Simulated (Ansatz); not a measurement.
Born–Oppenheimer molecular dynamics of H$_{5}$NO$_{2}$Si$_{2}$ (10 atoms, charge 0, multiplicity 1). It starts from a relaxed structure.

Method: RKS B3LYP-D4/STO-3G in Ansatz 0.2.0.

```yaml
ensemble: NVT, Nosé–Hoover chain
time_step: 1 fs
steps_asked: 310
set_temperature: 1000 K
thermostat: time constant 100 fs, chain length 3 (defaults)
seed: 870277
```

Frames 20 fs apart, positions in Å, forces in eV/Å.

Velocities at 70.0 fs (Å/ps):

```
O -0.41 -4.46 3.33
Si 0.39 1.00 -5.34
O -1.78 0.67 -0.35
N 1.08 -5.26 8.68
Si -1.28 4.84 -3.67
H 20.58 2.23 1.34
H 0.41 12.67 18.62
H -2.53 -42.04 -8.70
H 37.04 -11.56 49.49
H -11.09 9.20 22.48
```

```xyz
10
Properties=species:S:1:pos:R:3:forces:R:3 time_fs=70.0 energy_less_start_eV=0.569 T=574
O -1.442 -1.258 -1.352 1.51 0.27 1.05
Si 0.175 -0.987 -0.615 -1.22 -0.70 -0.48
O 0.163 -2.510 0.213 -0.02 0.33 -0.06
N 0.173 0.286 0.673 0.08 1.19 0.41
Si -0.022 2.049 0.811 -1.44 -0.89 -3.01
H -1.617 -0.476 -1.984 0.14 0.36 -0.08
H 1.128 -2.651 0.525 0.02 0.03 0.06
H 0.722 0.017 1.535 0.07 -0.79 -0.04
H 1.110 2.695 1.353 1.38 0.13 0.69
H 0.123 2.399 -0.668 -0.52 0.05 1.45
10
Properties=species:S:1:pos:R:3:forces:R:3 time_fs=90.0 energy_less_start_eV=0.652 T=575
O -1.371 -1.252 -1.268 -1.74 -0.16 -0.53
Si 0.166 -0.999 -0.680 1.58 0.89 1.12
O 0.156 -2.457 0.205 0.33 -0.54 0.64
N 0.127 0.280 0.688 -0.74 1.27 -1.16
Si -0.020 2.022 0.799 1.72 0.29 1.13
H -1.679 -0.591 -1.980 0.47 0.11 0.15
H 0.954 -2.394 0.857 -0.28 -0.04 -0.37
H 0.597 0.114 1.607 0.54 -1.31 0.26
H 1.316 2.448 1.469 -1.60 -0.45 -0.57
H 0.119 2.674 -0.476 -0.29 -0.06 -0.66
10
Properties=species:S:1:pos:R:3:forces:R:3 time_fs=110.0 energy_less_start_eV=0.688 T=630
O -1.435 -1.201 -1.252 1.38 0.80 -0.65
Si 0.224 -0.974 -0.673 -1.08 -2.48 -0.70
O 0.171 -2.446 0.276 -0.18 0.27 -0.19
N 0.054 0.265 0.543 0.58 1.78 1.94
Si 0.003 1.987 0.821 -1.72 -1.73 -0.15
H -1.413 -0.439 -1.957 -0.70 -0.33 0.06
H 0.935 -2.452 0.961 0.17 0.26 -0.27
H 0.443 -0.235 1.391 0.23 0.44 0.23
H 1.239 2.406 1.418 0.68 0.40 -0.23
H -0.388 2.460 -0.494 0.64 0.59 -0.04
10
Properties=species:S:1:pos:R:3:forces:R:3 time_fs=130.0 energy_less_start_eV=0.647 T=778
O -1.388 -1.112 -1.310 -1.13 -0.54 -0.16
Si 0.184 -1.080 -0.718 0.42 2.15 0.89
O 0.176 -2.414 0.353 -0.18 -0.35 -0.23
N 0.131 0.303 0.658 0.26 -2.21 -1.97
Si -0.050 1.987 0.827 1.42 1.77 -0.80
H -1.507 -0.324 -1.939 0.15 0.15 -0.07
H 1.185 -2.461 0.487 0.31 -0.57 0.47
H 0.819 -0.167 1.321 -0.23 0.87 0.45
H 1.350 2.456 1.133 -0.97 -0.06 0.13
H -0.323 2.724 -0.498 -0.05 -1.22 1.29
10
Properties=species:S:1:pos:R:3:forces:R:3 time_fs=150.0 energy_less_start_eV=0.497 T=1015
O -1.443 -1.063 -1.387 1.08 -0.82 1.35
Si 0.194 -1.055 -0.645 -1.31 0.87 -0.86
O 0.166 -2.453 0.399 -0.09 0.19 -0.36
N 0.298 0.303 0.578 0.76 -1.65 -0.26
Si -0.086 1.966 0.828 0.77 0.35 1.35
H -1.599 -0.240 -1.969 0.66 0.38 0.07
H 1.024 -2.966 0.147 -0.32 0.20 0.06
H 0.975 -0.172 1.269 -0.53 1.07 -0.08
H 1.080 2.877 1.014 -0.15 -0.81 0.24
H -0.526 2.460 -0.403 -0.87 0.21 -1.50
10
Properties=species:S:1:pos:R:3:forces:R:3 time_fs=170.0 energy_less_start_eV=0.759 T=841
O -1.330 -1.017 -1.304 -1.26 1.30 -0.92
Si 0.168 -1.004 -0.574 2.11 -2.49 -0.68
O 0.101 -2.439 0.357 0.13 -0.51 0.65
N 0.485 0.273 0.454 -0.20 1.57 2.69
Si -0.166 1.918 0.809 -0.99 -1.31 -1.26
H -1.295 -0.102 -1.786 -0.61 -0.43 -0.03
H 0.452 -3.273 -0.135 -0.13 0.88 -0.18
H 1.196 0.028 1.222 -0.50 0.04 -1.09
H 1.156 2.548 0.923 -0.18 0.72 -0.71
H -0.956 2.152 -0.546 1.62 0.24 1.55
10
Properties=species:S:1:pos:R:3:forces:R:3 time_fs=190.0 energy_less_start_eV=0.484 T=1170
O -1.366 -0.883 -1.249 0.97 0.64 0.35
Si 0.262 -1.039 -0.601 0.18 -0.60 0.59
O 0.045 -2.487 0.384 0.08 0.81 -0.80
N 0.599 0.283 0.561 -1.46 1.82 -0.18
Si -0.232 1.861 0.758 1.47 -0.41 1.24
H -1.265 0.012 -1.760 -0.37 -0.34 0.05
H -0.419 -3.091 -0.311 0.00 -0.12 0.26
H 1.546 0.560 0.902 0.84 -1.29 0.05
H 0.802 2.949 0.604 -0.53 -0.81 -0.10
H -1.022 1.962 -0.385 -1.17 0.30 -1.45
10
Properties=species:S:1:pos:R:3:forces:R:3 time_fs=210.0 energy_less_start_eV=0.698 T=1022
O -1.285 -0.724 -1.098 -0.31 -1.32 0.74
Si 0.337 -1.073 -0.627 0.18 1.12 0.07
O 0.003 -2.483 0.327 -0.24 0.63 -0.31
N 0.586 0.336 0.568 0.22 -1.78 -0.62
Si -0.253 1.772 0.708 -3.70 1.87 -1.41
H -1.417 -0.005 -1.790 0.60 0.39 -0.33
H -1.016 -2.476 0.206 -0.29 -0.46 0.19
H 1.401 0.241 1.207 0.59 -0.05 -0.11
H 0.317 2.983 0.135 0.75 0.08 0.29
H -1.579 1.783 -0.188 2.20 -0.45 1.50
10
Properties=species:S:1:pos:R:3:forces:R:3 time_fs=230.0 energy_less_start_eV=0.995 T=781
O -1.234 -0.652 -0.974 -0.57 -0.09 -0.84
Si 0.395 -1.075 -0.640 -1.21 -0.28 0.08
O -0.091 -2.445 0.280 0.65 -0.62 0.60
N 0.627 0.283 0.567 -0.59 0.18 -0.66
Si -0.336 1.745 0.671 5.49 -0.33 2.00
H -1.223 -0.088 -1.826 -0.15 0.08 -0.01
H -1.021 -2.196 0.640 -0.01 0.06 -0.39
H 1.659 0.187 0.725 0.18 1.40 0.99
H 0.571 2.851 0.217 -1.05 -0.38 0.20
H -1.487 1.572 0.006 -2.74 -0.03 -1.96
10
Properties=species:S:1:pos:R:3:forces:R:3 time_fs=250.0 energy_less_start_eV=0.946 T=882
O -1.286 -0.609 -0.973 1.20 0.52 -0.43
Si 0.387 -1.104 -0.668 -0.45 -0.25 0.70
O -0.102 -2.461 0.338 0.06 0.39 0.04
N 0.743 0.404 0.591 0.47 -1.67 -0.73
Si -0.340 1.673 0.650 -2.68 1.55 -1.26
H -1.143 -0.072 -1.854 -0.57 -0.20 0.49
H -1.139 -2.536 0.266 0.70 0.47 -0.18
H 1.738 0.682 0.941 -1.25 -0.46 -0.31
H 0.346 2.911 0.826 0.40 0.71 0.13
H -1.568 2.047 -0.310 2.12 -1.06 1.55
10
Properties=species:S:1:pos:R:3:forces:R:3 time_fs=270.0 energy_less_start_eV=0.926 T=954
O -1.240 -0.565 -0.945 -1.06 -0.26 -0.24
Si 0.386 -1.100 -0.693 0.18 -0.04 -0.71
O -0.076 -2.373 0.435 -0.13 0.11 -0.44
N 0.636 0.290 0.444 1.18 1.81 2.73
Si -0.310 1.679 0.670 -1.38 -0.01 -0.01
H -1.417 -0.142 -1.859 0.54 -0.25 0.00
H -0.847 -2.757 -0.142 0.14 -0.10 0.51
H 1.325 0.333 1.270 0.15 -0.98 -0.99
H -0.089 3.059 1.213 0.72 -0.91 -0.41
H -1.202 1.750 -0.433 -0.34 0.64 -0.44
10
Properties=species:S:1:pos:R:3:forces:R:3 time_fs=290.0 energy_less_start_eV=0.937 T=1040
O -1.292 -0.558 -1.027 0.37 0.28 0.32
Si 0.366 -1.057 -0.735 -0.79 -0.67 1.47
O -0.003 -2.265 0.533 0.41 0.13 -0.89
N 0.628 0.182 0.497 -1.42 1.14 -0.64
Si -0.355 1.670 0.685 0.96 -1.54 -1.16
H -1.482 -0.624 -2.022 0.03 -0.01 -0.41
H -0.466 -2.987 -0.023 -0.09 -0.51 -0.01
H 1.307 0.048 1.299 -0.24 -0.06 -0.44
H 0.874 2.216 1.214 -0.24 1.93 0.21
H -0.853 2.292 -0.656 1.02 -0.69 1.56
```

Of the whole run (310 fs, mean temperature of the second half 888 K): The conserved energy stayed within 3.5 meV per atom of its start (net change 0.97 meV per atom), so the integration is sound. The mean temperature of the second half is 11 % below the set value. A run of 0.31 ps of so small a system gives no equilibrium averages. Limits of this set-up: minimal basis.

Run time: 9.8 min on 1 thread of Arm Neoverse V2 (shared host), peak memory 0.1 GiB.
